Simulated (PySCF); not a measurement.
## Electron correlation in P (phosphorus, neutral)

[Ne] 3s2 3p2 4s1, high-spin 4P determinant (an excited configuration). All numbers are calculated (PySCF 2.14, the spin-free X2C one-electron Hamiltonian (Gaussian nucleus), in aug-cc-pVQZ-DK (7s6p4d3f2g, 84 functions)). Frozen: [Ne]; 5 electrons correlated.

| level | correlation energy (mhartree) |
| --- | --- |
| CCSD | -95.27 |
| (T) | -3.77 |
| CCSD(T) | -99.04 |

Diagnostics: T1 = 0.018, D1 = 0.0518, largest double amplitude 0.096.

The outer electron is Rydberg-like, and this basis confines it to a smaller radius and binds it less than a complete one would.

Cost of the coupled-cluster step: about 17 core-seconds, for 5 correlated electrons.

Iterations:

```
CC2 = 0
CCSD nocc = (np.int64(4), np.int64(1)), nmo = (79, 79)
frozen orbitals [[0, 1, 2, 3, 4], [0, 1, 2, 3, 4]]
max_cycle = 100
direct = 0
conv_tol = 1e-08
conv_tol_normt = 1e-06
diis_space = 8
diis_start_cycle = 0
Init t2, MP2 energy = -0.076427808230846
Init E_corr(UCCSD) = -0.0764278082313357
cycle = 1  E_corr(UCCSD) = -0.0891994762325762  dE = -0.012771668  norm(t1,t2) = 0.0531833
cycle = 2  E_corr(UCCSD) = -0.0928658907277624  dE = -0.0036664145  norm(t1,t2) = 0.0211668
cycle = 3  E_corr(UCCSD) = -0.0951436964587623  dE = -0.00227780573  norm(t1,t2) = 0.0106867
cycle = 4  E_corr(UCCSD) = -0.0951481737071269  dE = -4.47724836e-06  norm(t1,t2) = 0.00434516
cycle = 5  E_corr(UCCSD) = -0.0952463868491517  dE = -9.8213142e-05  norm(t1,t2) = 0.0029262
cycle = 6  E_corr(UCCSD) = -0.0952434323586851  dE = 2.95449047e-06  norm(t1,t2) = 0.00176616
cycle = 7  E_corr(UCCSD) = -0.0952475481774884  dE = -4.1158188e-06  norm(t1,t2) = 0.0011522
cycle = 8  E_corr(UCCSD) = -0.0952530682001611  dE = -5.52002267e-06  norm(t1,t2) = 0.000842164
cycle = 9  E_corr(UCCSD) = -0.095264374555957  dE = -1.13063558e-05  norm(t1,t2) = 0.00121147
cycle = 10  E_corr(UCCSD) = -0.0952656838663967  dE = -1.30931044e-06  norm(t1,t2) = 0.000347192
cycle = 11  E_corr(UCCSD) = -0.0952653218570294  dE = 3.62009367e-07  norm(t1,t2) = 0.000133147
cycle = 12  E_corr(UCCSD) = -0.095268342231559  dE = -3.02037453e-06  norm(t1,t2) = 4.36482e-05
cycle = 13  E_corr(UCCSD) = -0.0952688595770196  dE = -5.17345461e-07  norm(t1,t2) = 1.6134e-05
cycle = 14  E_corr(UCCSD) = -0.0952684203355199  dE = 4.392415e-07  norm(t1,t2) = 5.84883e-06
cycle = 15  E_corr(UCCSD) = -0.0952682811413188  dE = 1.39194201e-07  norm(t1,t2) = 1.55558e-06
cycle = 16  E_corr(UCCSD) = -0.0952682781519868  dE = 2.989332e-09  norm(t1,t2) = 4.249e-07
UCCSD converged
E(UCCSD) = -341.3799440827473  E_corr = -0.09526827815198678
UCCSD(T) correction = -0.00376630254720458
```
